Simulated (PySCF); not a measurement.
Multinuclear NMR of C8H9F3

Cartesian coordinates in Å; atom numbers follow the order of the lines, from 1:
```xyz
20

C     3.063    0.538   -0.251
C     1.747    0.637   -0.446
C     0.758   -0.393   -0.024
C    -0.202   -0.990   -1.093
C    -1.324   -0.892   -0.089
C    -2.531   -1.433    0.034
C    -0.499   -0.009    0.827
C    -0.920    1.439    0.813
F    -0.062    2.209    1.487
F    -2.122    1.584    1.382
F    -1.008    1.934   -0.430
H     3.750    1.312   -0.601
H     3.501   -0.321    0.267
H     1.347    1.512   -0.970
H     1.280   -1.206    0.503
H    -0.348   -0.297   -1.938
H     0.049   -1.984   -1.492
H    -3.155   -1.222    0.906
H    -2.935   -2.099   -0.734
H    -0.456   -0.305    1.886
```

[PySCF: PBE0/pcSseg-1 with gauge-including orbitals; couplings computed with B3LYP/pcJ-1 (spin–dipole term only in couplings to heteroatoms); PBE0-D3(BJ)/def2-SVP geometry; in vacuum; fast rotation and ring inversion assumed for equivalent nuclei; non-relativistic Hamiltonian; a single conformation]

**Question.** Where does $^{19}$F resonate?

**Answer.** 
```tsv
atoms	environment	σ (ppm)	δ (ppm)
F9/F10/F11	fluorine of a CF3 group	258.3	-67.6
```

Shieldings were converted by a linear fit to measured shifts: $^{19}$F: δ = 160.63 − 0.942σ +14.9 on sp3 carbon (rms 6.9 ppm, 221 shifts, 7.7 ppm with the 5 outliers that the fit left out vs CFCl3, solution or neat liquid). A few per cent of atoms miss by over 2 rms, more outside the fitted compound classes. Couplings are scaled by factors fitted to measured values: $^{2}J$(H,H) × 0.91 (rms 0.6 Hz), $^{3}J$(H,H) × 0.91 (rms 0.4 Hz, 0.5 with 2 outliers), $^{1}J$(C,F) × 0.77 (rms 7.3 Hz), $^{2}J$(C,F) × 1.09 (rms 1.9 Hz, 5.0 with 1 outliers), $^{3}J$(C,F) × 1.48 (rms 1.3 Hz); all others are unscaled and can be 10–30 % off.

Couplings (the largest are listed; each averaged over equivalent pairs): $^{1}J$(C8,F9) = -265.1 Hz, $^{2}J$(F9,F10) = 65.2 Hz, $^{2}J$(C7,F9) = 31.3 Hz, $^{3}J$(F9,H20) = 11.1 Hz, $^{3}J$(C5,F9) = 4.0 Hz, $^{3}J$(C3,F9) = 1.7 Hz.

On a 300 MHz spectrometer $^{19}$F resonates near 282.3 MHz, so 1 ppm is 282.3 Hz.
